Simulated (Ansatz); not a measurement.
Born–Oppenheimer molecular dynamics of Cl3FH3OSTa (10 atoms, charge 0, multiplicity 1). It starts at the highest image of a converged band, a first-order saddle point between two minima.

Level of theory: RKS PBE/def2-SVP (Ansatz 0.2.0).

| Quantity | Value |
| --- | --- |
| ensemble | NVE (velocity Verlet) |
| time step | 0.5 fs |
| steps asked | 200 |
| starting velocities drawn for | 100 K |
| seed | 5527 |

First frame:

```xyz
10
Properties=species:S:1:pos:R:3
Ta -0.119 -0.299 -0.212
O 1.973 -0.019 -0.276
H 2.435 0.093 0.581
F 0.280 -1.060 1.494
Cl -0.121 0.237 -2.484
Cl -0.558 1.815 0.616
Cl -2.168 -1.366 -0.255
S 1.155 -2.513 -1.123
H 1.266 -3.102 0.103
H 2.044 -1.245 -0.703
```

**Question.** How far do the bonds stretch over the last three quarters of this one trajectory? (Pairs bonded in most of those frames.)

**Answer.** 
```tsv
bond	mean (Å)	spread (Å)	shortest	longest
Ta1–O2	2.544	0.114	2.26	2.65
Ta1–F4	1.905	0.025	1.87	1.95
Ta1–Cl5	2.339	0.014	2.31	2.35
Ta1–Cl6	2.361	0.028	2.31	2.40
Ta1–Cl7	2.291	0.019	2.27	2.32
Ta1–S8	2.447	0.113	2.32	2.67
O2–H3	0.980	0.016	0.95	1.00
O2–H10	0.989	0.032	0.94	1.05
S8–H9	1.367	0.001	1.36	1.37
```

Mean temperature of the second half: 331 K. The conserved energy stayed within 0.11 meV per atom of its start (net change -0.1 meV per atom), so the integration is sound. The kinetic energy rose, since the run started high on the potential surface and went downhill. A run of 0.1 ps of so small a system gives no equilibrium averages. The orbitals stay closed-shell, which can raise the energy where a bond breaks towards radicals; this wasn't checked here.

Run time: 9.2 min on 4 threads of Arm Neoverse V1, with other jobs on the host, peak memory 0.24 GiB.
